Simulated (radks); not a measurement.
Q: The gadolinium ion Gd3+, [Xe] 4f7. All-electron calculation, non-relativistic Kohn-Sham, exchange-only LDA, spin-polarised, spherical densities, point nucleus. Program: a radial shooting solver on a logarithmic mesh with Libxc functionals. Every spin shell is full or empty, so the densities are truly spherical. Functionals are evaluated on that one density, not self-consistently. Rank these orbital-free kinetic functionals by their error against the exact value of the orbitals, and give that value: Thomas-Fermi, von Weizsacker, TF + vW, TF + vW/9, TF + vW/5, LC94, APBEK, revAPBEK, Perdew 92, Thakkar, Pearson, LKT, PG1, DePristo-Kress, Ernzerhof.

A: Exact: 10809.4 hartree. From best to worst, with 100 (|E| - |E exact|)/|E exact| (equal figures are ties): LC94 -0.01, APBEK +0.02, revAPBEK +0.18, DePristo-Kress -0.21, Ernzerhof -0.50, Perdew 92 -0.73, Thakkar -0.74, TF + vW/9 -0.74, Pearson -0.93, TF + vW/5 +2.66, Thomas-Fermi -4.99, PG1 +13.56, LKT +17.36, TF + vW +33.28, von Weizsacker -61.73.
